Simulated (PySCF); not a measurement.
Gas-phase reaction: 2 GeO2 + Ge2H6 + 3 GeCl2 ⇌ 4 GeO + 3 GeH2Cl2

Method: PySCF energies plus ideal-gas RRHO corrections (1 bar). † marks an energy on the PBE0/def2-TZVP geometry and frequencies; other levels use their own. MP2 and CCSD(T) freeze the core. 6-31G* has spherical d functions here. All species are closed-shell singlets. B3LYP is the form with VWN-RPA correlation. Ge: all electrons, no relativistic terms. GeO2: computed as isolated molecules; such fragments, hydroxides, amides, oligomers or adducts are transient or little studied in the gas. MP2 isn't extrapolated to the basis-set limit; its ΔH°(298 K) is -355.7 kJ in def2-SVP and -283.5 kJ in def2-TZVPP. CCSD(T) isn't extrapolated to the basis-set limit; its ΔH°(298 K) is -334.3 kJ in def2-SVP and -266.9 kJ in def2-TZVPP. The harmonic model lacks anharmonicity and excited electronic states, which grow with temperature; levels with a mode under 35 cm⁻¹ are left out. Internal rotation in Ge2H6 is treated as a harmonic vibration of one conformer, which makes the entropy rough. Warning, large T1 diagnostic: GeO, GeO2 (CCSD(T)/def2-SVP†, CCSD(T)/def2-TZVPP†).

```json
[
 {"level": "B3LYP/def2-TZVP†", "ΔE electronic, kJ": "-216", "ΔH°(298 K), kJ": "-213", "ΔS°(298 K), J/K": "123", "ΔG°(2500 K), kJ": "-482"},
 {"level": "CCSD(T)/def2-SVP†", "ΔE electronic, kJ": "-337", "ΔH°(298 K), kJ": "-334", "ΔS°(298 K), J/K": "123", "ΔG°(2500 K), kJ": "-603"},
 {"level": "CCSD(T)/def2-TZVPP†", "ΔE electronic, kJ": "-270", "ΔH°(298 K), kJ": "-267", "ΔS°(298 K), J/K": "123", "ΔG°(2500 K), kJ": "-536"},
 {"level": "HF/6-31G*", "ΔE electronic, kJ": "-326", "ΔH°(298 K), kJ": "-319", "ΔS°(298 K), J/K": "122", "ΔG°(2500 K), kJ": "-580"},
 {"level": "M06-2X/def2-TZVP†", "ΔE electronic, kJ": "-230", "ΔH°(298 K), kJ": "-227", "ΔS°(298 K), J/K": "123", "ΔG°(2500 K), kJ": "-496"},
 {"level": "MP2/def2-SVP†", "ΔE electronic, kJ": "-358", "ΔH°(298 K), kJ": "-356", "ΔS°(298 K), J/K": "123", "ΔG°(2500 K), kJ": "-624"},
 {"level": "MP2/def2-TZVPP†", "ΔE electronic, kJ": "-286", "ΔH°(298 K), kJ": "-284", "ΔS°(298 K), J/K": "123", "ΔG°(2500 K), kJ": "-552"},
 {"level": "PBE/def2-SVP", "ΔE electronic, kJ": "-184", "ΔH°(298 K), kJ": "-182", "ΔS°(298 K), J/K": "118", "ΔG°(2500 K), kJ": "-441"},
 {"level": "PBE/def2-TZVP†", "ΔE electronic, kJ": "-161", "ΔH°(298 K), kJ": "-158", "ΔS°(298 K), J/K": "123", "ΔG°(2500 K), kJ": "-427"},
 {"level": "PBE0/def2-QZVP†", "ΔE electronic, kJ": "-201", "ΔH°(298 K), kJ": "-198", "ΔS°(298 K), J/K": "123", "ΔG°(2500 K), kJ": "-467"},
 {"level": "PBE0/def2-TZVP", "ΔE electronic, kJ": "-193", "ΔH°(298 K), kJ": "-191", "ΔS°(298 K), J/K": "123", "ΔG°(2500 K), kJ": "-460"}
]
```
ΔH° is lowest at MP2/def2-SVP† and highest at PBE/def2-TZVP†. No reference value is set beside these.
